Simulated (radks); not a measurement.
All-electron atom: Ne in [Ne]. All-electron calculation, scalar-relativistic Kohn-Sham, SCAN, spin-polarised, spherical densities, finite nucleus; meta-GGA in the generalised Kohn-Sham scheme; Fermi nuclear charge, rms radius 3.0055 fm. Program: a radial shooting solver on a logarithmic mesh with Libxc functionals.

Normalised radial functions P(r) = r R(r), r in bohr:

r,2s
0.01604,0.1983
0.02191,0.2547
0.02993,0.3195
0.04121,0.3892
0.05631,0.4490
0.07754,0.4810
0.1059,0.4538
0.1459,0.3300
0.1993,0.0912
0.2723,-0.2594
0.3749,-0.6654
0.5122,-0.9802
0.7054,-1.0841
0.9637,-0.9355
1.327,-0.6245
1.813,-0.3181
2.477,-0.1159
3.411,-0.0256

2s: eigenvalue -38.491 eV, 1 radial node at r = 0.218 bohr, <r> = 0.895 bohr, 90 % of the charge inside 1.44 bohr.
